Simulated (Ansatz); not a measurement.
Two structures, one formula

Two relaxed structures of CH$_{2}$SZn, singlet (PBE0-D4/def2-TZVP; forces vanish, vibrations not checked).

A:

| atom | x (Å) | y (Å) | z (Å) |
| --- | --- | --- | --- |
| S1 | -1.1068 | -1.1247 | -1.3346 |
| C2 | -0.0994 | -0.6470 | -0.1887 |
| Zn3 | 0.6601 | 1.1077 | -0.0707 |
| H4 | -1.3976 | -2.4461 | -1.0326 |
| H5 | 1.3697 | 2.4410 | 0.2034 |

B:

S1  (0.912, 0.723, -0.524)
C2  (0.132, -0.696, -0.076)
Zn3  (-1.801, -1.088, -0.881)
H4  (-0.126, -0.679, 0.992)
H5  (0.805, 1.590, 0.521)
(Å)

Computed with Ansatz 0.2.0 (basis: def2-TZVPP); correlated methods freeze the cores. The 3s and 3p shells of Cu and Zn are frozen; filled d shells are correlated. B3LYP uses VWN-RPA correlation.

(1) Which structure is lower at CCSD(T), and by how much? (An estimate is asked for; the value comes from the calculation.)

T1 diagnostic: at most 0.026. The T1 diagnostic is large here, which may signal multireference character or strong orbital relaxation, so CCSD(T) is less sure. The restricted Hartree–Fock reference is unstable towards an unrestricted one at one or more of these structures. A large double-excitation amplitude points to some diradical character; no triplet was computed.

Answers

(1) The calculation gives: B, by 0.457 eV (electronic energy, against the other). By their contacts, A is CH₂SZn ([SH][C][ZnH]) and B is CH₂SZn ([SH][CH][Zn]).

All methods give the same order:

```json
{"method": "PBE-D4", "E(B) − E(A) (eV)": "-0.717"}
{"method": "r2SCAN-D4", "E(B) − E(A) (eV)": "-0.509"}
{"method": "PBE0-D4", "E(B) − E(A) (eV)": "-0.558"}
{"method": "B3LYP-D4", "E(B) − E(A) (eV)": "-0.663"}
{"method": "wB97M-V", "E(B) − E(A) (eV)": "-0.236"}
{"method": "HF", "E(B) − E(A) (eV)": "-0.117"}
{"method": "MP2", "E(B) − E(A) (eV)": "-0.366"}
{"method": "CCSD", "E(B) − E(A) (eV)": "-0.360"}
{"method": "CCSD(T)", "E(B) − E(A) (eV)": "-0.457"}
```

Labels in which every atom is bracketed show which atoms are joined, not bond orders.

For scale, one of the runs: CCSD(T)/def2-TZVPP, 165 basis functions, launched by `ansatz run in.yaml --threads 2 --pin off --events-out ev --progress --plain --max-ram 4352MiB`. Time: 35 s of wall clock on 2 CPU threads of an Arm Neoverse V1; the host was shared. Peak host memory: 1.2 GiB.
